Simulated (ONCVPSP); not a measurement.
**Cutoff test, Ga, ONCV**

| Item | Value |
| --- | --- |
| Element | Ga |
| Generator | ONCVPSP 4.0.1 |
| Type | optimised norm-conserving Vanderbilt (ONCV) |
| Functional | PBE |
| Relativity | fully relativistic |
| Frozen core | [Ne] |
| Valence charge | 21 |
| Reference configuration | 3s2 3p6 3d10 4s1 (charge +2) |
| Partial waves | 3s+4s: rc 1.05 bohr, ncon 3, nbas 6, qcut 12.7 1/bohr, 2 projectors; 3p: rc 0.85 bohr, ncon 3, nbas 7, qcut 17.8 1/bohr, 2 projectors, debl 1.3 Ha; 3d: rc 0.85 bohr, ncon 4, nbas 9, qcut 22.1 1/bohr, local |
| Local potential | the d channel |
| Core correction | Teter function, fcfact 5, rcfact 1.15 |

Open shells are filled in proportion to 2j + 1.

In the p channel the program set the typed energies aside and used -4.336, 0.250 Ha (j = l + 1/2; the other j can differ).

Problem. For each optimised wave give the share of its norm inside rc, the residual kinetic energy above qcut (Ha) and the cutoffs (Ha) for errors of 10, 1, 0.1 and 0.01 mHa per electron.

Solution.

```tsv
wave	norm inside rc	residual KE	10 mHa	1 mHa	0.1 mHa	0.01 mHa
3s	0.933	1.8e-06	43.0	56.2	66.2	74.4
4s	0.053	4.8e-07	31.5	49.2	61.6	70.5
3p j=3/2	0.764	1.2e-07	40.7	83.9	110.0	128.3
p projector 2 j=3/2	0.018	7.1e-09	28.3	40.2	80.6	109.9
3p j=1/2	0.776	1.1e-07	42.1	80.5	108.8	127.7
p projector 2 j=1/2	0.018	7.1e-09	29.3	41.5	75.0	108.8
3d j=5/2	0.640	1.1e-08	132.7	160.9	184.1	203.2
3d j=3/2	0.645	1.1e-08	133.2	161.3	184.4	203.5
```

The occupied waves need 161 Ha and 184 Ha for 1 and 0.1 mHa. Note: no bound ghost flagged; GHOST(+) flagged for p3/2 at 125.8 eV, p1/2 at 202.5 eV, s at 412.0 eV. The potential misses its own reference levels by up to 0.3 eV.
